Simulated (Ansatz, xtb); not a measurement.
**A geometry optimisation of BF2H3Si with r2SCAN-D4/def2-SVP**

The starting geometry of this gas-phase singlet has its atoms placed at random.

```xyz
7

B    -0.6494    0.3441   -1.4136
F    -0.6090    0.1864    0.2417
F    -0.3440   -0.5359    1.0925
Si    0.1963   -2.1892   -0.4714
H     0.2409   -0.8572   -1.9701
H    -1.2167    0.6162   -0.0504
H     0.8457   -0.3877   -0.2674
```

One run relaxed it with r2SCAN-D4/def2-SVP. What is a likely outcome?

It ends as a structure with H5 bridging B1 and Si4, H7 bridging B1 and Si4, given below by its coordinates. Distances that change by over a tenth: B1–Si4 (2.83 → 2.25 Å). Contacts that open: F2–F3 (1.15 → 3.13 Å), F2–H6 (0.80 → 2.22 Å). Contacts that close: B1–F2 (1.66 → 1.34 Å), B1–H5 (1.60 → 1.34 Å), B1–H6 (1.50 → 1.21 Å), B1–H7 (2.02 → 1.34 Å), F3–Si4 (2.34 → 1.64 Å), Si4–H5 (2.01 → 1.69 Å), Si4–H7 (1.93 → 1.69 Å).

The energy falls by 27.60 eV over 27 steps:

```
step  E − E(last) (eV)
   1            27.603
   4            10.655
   7             6.915
  10             6.219
  13             3.820
  15             1.318
  18             0.765
  21             0.042
  24             0.001
  27             0.000
```

Final geometry (Å):

```xyz
7

B    -0.4970    0.2726   -0.6579
F    -1.3482    0.6595    0.3028
F     0.0126   -2.0820    0.9508
Si    0.6492   -1.6612   -0.4979
H    -0.7629   -0.9638   -1.1136
H    -0.3186    0.9540   -1.6437
H     0.7287   -0.0024   -0.1791
```

From the same start GFN2-xTB ends elsewhere, at `F[BH2-][SiH+]F`.

From so rough a start the end depends on the optimiser's path, so another program may land elsewhere. No frequencies were run, so the end isn't proven a minimum. Run with Ansatz 0.2.0, 100 s on 1 thread of Intel(R) Xeon(R) Processor @ 2.50GHz (Skylake/Cascade Lake) (shared host).
